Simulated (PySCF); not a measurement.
## Spin-rotation constants: `InChI=1S/C5H6F2O/c1-3-4(2-8-3)5(6)7/h2-3,5H,1H3/t3-/m0/s1`

Geometry (Å), atoms numbered from 1 in this order:
```xyz
14

C    -1.350   -0.246   -1.223
C    -0.949    0.171    0.173
O    -0.942    1.616    0.367
C     0.390    1.542    0.641
C     0.529    0.217    0.499
C     1.601   -0.792    0.592
F     1.294   -1.765    1.495
F     1.780   -1.447   -0.590
H    -0.731    0.267   -1.955
H    -1.211   -1.319   -1.330
H    -2.393    0.004   -1.400
H    -1.571   -0.297    0.938
H     0.983    2.402    0.889
H     2.568   -0.354    0.883
```

Method: PySCF 2.14.0, GIAO PBE0/pcSseg-1 magnetisability, rotational g tensor and spin-rotation constants, non-relativistic, gas phase. Geometry: GFN2-xTB.

Problem. Give the nuclear spin-rotation constants along the inertial axes (H = +C I·J) beside the isotropic shieldings.

Solution. Rotational constants 3.3932, 1.4859, 1.2725 GHz. A star marks the isotopologue with that one atom substituted, in its own axes.
| atom | isotope | Caa (kHz) | Cbb (kHz) | Ccc (kHz) | mean (kHz) | σ (ppm) |
| --- | --- | --- | --- | --- | --- | --- |
| F7 | 19F | 4.264 | 1.091 | 1.232 | 2.196 | 299.5 |
| F8 | 19F | 4.044 | 1.508 | 0.852 | 2.135 | 304.3 |
| H9 | 1H | -0.417 | -0.147 | 0.032 | -0.177 | 30.2 |
| H10 | 1H | -0.134 | -0.077 | -0.132 | -0.114 | 30.0 |
| H11 | 1H | -0.024 | -0.128 | -0.123 | -0.091 | 29.8 |
| H12 | 1H | -0.366 | -0.155 | 0.108 | -0.138 | 26.1 |
| H13 | 1H | -0.326 | 0.044 | -0.057 | -0.113 | 24.6 |
| H14 | 1H | -0.183 | -0.010 | -0.066 | -0.086 | 25.2 |
| C1 | 13C* | 0.534 | 0.204 | 0.186 | 0.308 | 164.5 |
| C2 | 13C* | 0.711 | 0.380 | 0.354 | 0.481 | 98.1 |
| O3 | 17O* | -0.915 | -0.286 | -0.196 | -0.466 | 144.7 |
| C4 | 13C* | 1.395 | 0.539 | 0.387 | 0.774 | 23.7 |
| C5 | 13C* | 1.393 | 0.442 | 0.299 | 0.711 | 56.3 |
| C6 | 13C* | 1.026 | 0.419 | 0.345 | 0.597 | 71.9 |

For the geometry as given, no vibrational averaging.

Problem. How do the rotational constants and the g tensor change when H9, H10, H11, H12, H13, H14 are replaced by deuterium?

Solution. Constants 2.8975, 1.4016, 1.1727 GHz; g -0.0231, -0.0159, -0.0115, against -0.0264, -0.0164, -0.0130 before.
